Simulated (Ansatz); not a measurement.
Stepwise reaction of `[OH][Ga]([OH])[OH]` with hydrogen chloride, as a gas-phase model of exchange steps in deposition or etching. ΔE in kJ/mol; ΔG adds harmonic PBE0-D4 terms to CCSD(T)/CBS, at 1 bar.

Computed with Ansatz on PBE0-D4/def2-TZVP structures; ΔE is electronic, products minus reactants. CBS: MP2 limit from def2 TZ/QZ plus the TZ coupled-cluster correction, frozen cores. This one scheme is used for every species. DFT in def2-TZVPP. B3LYP here is the variant with VWN-RPA as its local correlation; programs differ in this. For Ga outer-core shells are correlated without core-valence functions, which leaves a few kJ/mol of doubt a bond. Scalar relativity is left out up to krypton. Each species was taken in one conformer, which may not be the lowest.

```tsv
step	reaction	PBE-D4	B3LYP-D4	ωB97M-V	CCSD(T)/CBS	ΔG(600 K)
1	`[OH][Ga]([OH])[OH]` + HCl → `[OH][Ga]([OH])[Cl]` + H₂O	-60.1	-59.4	-60.4	-59.2	-61.0
2	`[OH][Ga]([OH])[Cl]` + HCl → `[OH][Ga]([Cl])[Cl]` + H₂O	-56.6	-56.7	-57.5	-56.7	-53.5
```

Question: Give the row of step 3, `[OH][Ga]([Cl])[Cl]` + HCl → `[Cl][Ga]([Cl])[Cl]` + H₂O. (Best estimate.)

Answer: Ansatz gave: 
```
step                                                 reaction  PBE-D4  B3LYP-D4  ωB97M-V  CCSD(T)/CBS  ΔG(600 K)
   3  `[OH][Ga]([Cl])[Cl]` + HCl → `[Cl][Ga]([Cl])[Cl]` + H₂O   -53.2     -54.1    -54.8        -54.2      -42.6
```

Question: By hand: ΔE of the 3 steps together at CCSD(T)/CBS.

Answer: (-59.2) + (-56.7) + (-54.2) = -170.1 kJ/mol, or -56.7 kJ/mol a step.

In ΔE each step is higher than the one before. All are downhill at CCSD(T)/CBS. ΔG lies between -61.0 and -42.6 kJ/mol a step. PBE-D4 differs from CCSD(T)/CBS by -0.9 to 1.0 kJ/mol a step. Isolated molecules leave out the surface, adducts and barriers. Largest T1 diagnostic: 0.014.
